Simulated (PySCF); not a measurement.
Species: CBrCl (triplet state).
InChI=1S/CBrCl/c2-1-3

Computed, not measured: PBE0-D3(BJ)/def2-SVP geometry optimisation, gas phase (PySCF).

Take the most abundant isotopes and a rigid rotor. 

Question: What are A, B and C (GHz)?

Answer: Ia = 5.94, Ib = 247.75, Ic = 253.69 u·Å²; 505379 MHz·u·Å²/I gives 85025, 2040 and 1992 MHz, that is A = 85.025, B = 2.0399, C = 1.9921 GHz.

Question: Classify the top.

Answer: A near-prolate asymmetric top. Ray's parameter κ = (2B − A − C)/(A − C) = -0.999; −1 is the prolate and +1 the oblate limit.

Question: List the rotational levels J(Ka,Kc) to J = 3 (cm⁻¹).

Answer: Above 0(0,0):
J = 1: 1(0,1) 0.1345, 1(1,1) 2.9026, 1(1,0) 2.9042
J = 2: 2(0,2) 0.4035, 2(1,2) 3.1700, 2(1,1) 3.1747, 2(2,1) 11.4790, 2(2,0) 11.4790
J = 3: 3(0,3) 0.8069, 3(1,3) 3.5710, 3(1,2) 3.5806, 3(2,2) 11.8825, 3(2,1) 11.8825, 3(3,1) 25.7268, 3(3,0) 25.7268
The levels of one J sum to (2J + 1)J(J + 1)(A + B + C)/3.

Question: Which types of transition are allowed, and where do some lines up to J = 5 fall?

Answer: The dipole components are |μa| = 0.13 D, |μb| = 0.54 D, |μc| = 0.00 D; the mirror of this Cs structure is the ab plane, so μc vanishes by symmetry and there are no c-type lines. The squared components, which scale the intensities, stand as 0.06 : 1.00 (a : b). Some lines, for components of 0.1 D or more:

```
type  branch         J(Ka,Kc)     MHz  lower level (cm⁻¹)
   a       R  2(0,2) ← 1(0,1)    8064               0.134
   a       R  3(1,3) ← 2(1,2)   12024               3.170
   a       R  3(2,1) ← 2(2,0)   12096              11.479
   a       R  4(3,2) ← 3(3,1)   16128              25.727
   b       Q  4(1,3) ← 4(0,4)   83248               1.345
   b       R  5(1,5) ← 4(0,4)  102810               1.345
   b       Q  5(2,3) ← 5(1,4)  248669               4.798
   b       R  2(2,0) ← 1(1,1)  257114               2.903
   b       R  3(2,2) ← 2(1,1)  261051               3.175
   b       Q  5(3,2) ← 5(2,3)  415043              13.093
   b       Q  5(3,3) ← 5(2,4)  415044              13.093
   b       R  5(3,2) ← 4(2,3)  435204              12.420
   b       Q  4(4,1) ← 4(3,2)  581062              26.265
   b       Q  5(5,1) ← 5(4,2)  747079              46.319
```

For this open shell read J as N, the rotation without spin; fine and hyperfine splittings come on top. PBE0-D3(BJ)/def2-SVP frequencies: not computed here. ⟨S²⟩ = 2.008 (exact for a triplet: 2.00). This triplet need not be the ground state; the singlet was not compared here. Zero-point vibration and centrifugal distortion are left out. Quadrupole hyperfine structure (35Cl, 79Br) is left out.

The run took 5.7 s of wall time on one thread of an x86-64 server, shared host. This is the geometry optimisation.
